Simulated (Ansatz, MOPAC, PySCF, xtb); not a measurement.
Noncovalent pair: HCl (SMILES Cl) (first 2 atoms) with Si2H6 (SMILES [SiH3][SiH3]); geometry from B3LYP-D3(BJ)/def2-TZVP, rigid monomers moved along the line of their centres of mass till H2···H10 is 2.66 Å.
(charge 0, multiplicity 1):
```tsv
atom	x (Å)	y (Å)	z (Å)
Cl	1.0490	0.6438	-0.3519
H	-0.0039	0.9067	0.3381
Si	0.7410	-0.7363	4.0928
Si	-1.3423	0.3229	3.8915
H	1.8345	0.2313	3.8477
H	0.8424	-1.8558	3.1292
H	0.8678	-1.2710	5.4708
H	-1.4596	1.4494	4.8478
H	-2.4492	-0.6330	4.1322
H	-1.5272	0.8809	2.5232
```

Monomers are frozen at their geometry in the pair; levels with a basis set take the counterpoise correction. Rows marked so take none.

Cores are frozen in the correlated methods. Rows in 3-21G, 6-31G* carry no dispersion term and start afresh at each structure (6-31G* with six Cartesian d functions). MP2/6-31G* freezes PySCF's default core. The state that PM3 reach isn't checked.

Programs: Ansatz (Gaussian orbitals); MOPAC for PM3 (differences of heats of formation); PySCF for 3-21G rows, 6-31G* rows, the dispersion terms; xtb for the GFN methods. 

```csv
level,interaction energy (meV)
PM3,-37.8
GFN1-xTB,-40.7
HF/3-21G (no counterpoise),-18.6
B3LYP/3-21G (no counterpoise),-24.8
PBE0/def2-TZVPPD,-20.4
PBE0-D4/def2-TZVPPD,-45.5
wB97X-V/def2-TZVPPD,-40.6
MP2/6-31G*,(withheld)
MP2/aug-cc-pV(D+d)Z,-38.4
```

Question: Fill in the missing entries.

Answer: 
- MP2/6-31G*, interaction energy (meV): -16.5

Ansatz is a quantum-chemistry and plane-wave program.
